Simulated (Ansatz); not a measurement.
A nudged elastic band was laid between two geometries of FGe2H5 + H2 (10 atoms, charge 0, multiplicity 1).

Level of theory: RKS B3LYP/def2-mTZVP (Ansatz).

```
movable images  : 7
climbing image  : yes
spring          : 5.0 eV/Å²
optimiser       : quadratic models (default)
start path      : through a guess of the saddle point
force threshold : 0.03 eV/Å
iteration limit : 60
end points      : relaxed
```

Initial state:

```xyz
10
Properties=species:S:1:pos:R:3
Ge -0.342 0.250 -0.362
F 0.394 -0.209 1.181
H 0.832 0.708 -1.252
H -1.265 1.441 -0.033
Ge -1.513 -1.726 -1.192
H -2.565 -2.180 -0.166
H -2.218 -1.379 -2.517
H -0.509 -2.865 -1.436
H 2.124 -2.632 2.740
H 1.747 -2.070 2.433
```

Final state:

```xyz
10
Properties=species:S:1:pos:R:3
Ge 0.034 -0.297 -0.329
F 1.352 -1.025 3.428
H 1.045 0.251 -1.351
H -0.687 0.882 0.349
Ge -1.533 -1.874 -1.332
H -2.475 -2.436 -0.253
H -2.371 -1.163 -2.410
H -0.763 -3.037 -1.983
H 0.859 -1.023 0.768
H 1.221 -0.940 2.506
```

Question: What changes between the two ends?

Answer: Bonds broken: Ge1–F2, H9–H10. Bonds formed: Ge1–H9, F2–H10. FGe2H5 + H2 becomes FH + Ge2H6.

Question: What energy profile does the band end with?

Answer: It converged. The highest image is number 5 of 0 to 8, 50.6 kcal/mol above the first end and 41.5 kcal/mol above the last; the last end lies 9.2 kcal/mol above the first. Neighbouring images differ by up to 1.7 eV, so the band resolves the path poorly. A vibrational analysis at the climbing image gives one clearly imaginary mode, 1331i cm⁻¹: a first-order saddle point. The orbitals stay closed-shell, which can raise the energy where a bond breaks towards radicals; this wasn't checked here.

```csv
image,path coordinate (Å),energy (kcal/mol),Ge1–F2 (Å),H9–H10 (Å),Ge1–H9 (Å)
0,0.00,0.0,1.77,0.74,4.90
1,0.96,0.1,1.77,0.74,4.54
2,1.93,0.4,1.77,0.74,4.03
3,2.89,1.2,1.77,0.74,3.40
4,3.85,11.5,1.80,0.75,2.55
5,4.81,50.6,2.14,0.96,1.88
6,5.94,12.7,3.02,1.54,1.57
7,7.07,9.3,3.78,1.79,1.55
8,8.19,9.2,4.05,1.78,1.55
```

Question: What is the geometry of the highest image?

Answer: 
```xyz
10
Properties=species:S:1:pos:R:3
Ge 0.130 -0.215 -0.046
F -0.143 -0.446 2.062
H 1.375 0.091 -0.918
H -0.528 1.150 0.238
Ge -1.337 -1.937 -0.960
H -2.089 -2.631 0.183
H -2.342 -1.269 -1.916
H -0.497 -2.963 -1.739
H 1.324 -1.350 0.868
H 0.790 -1.091 1.623
```

Run time: 5.8 min on 4 threads of Arm Neoverse V1 (shared host), peak memory 0.29 GiB.
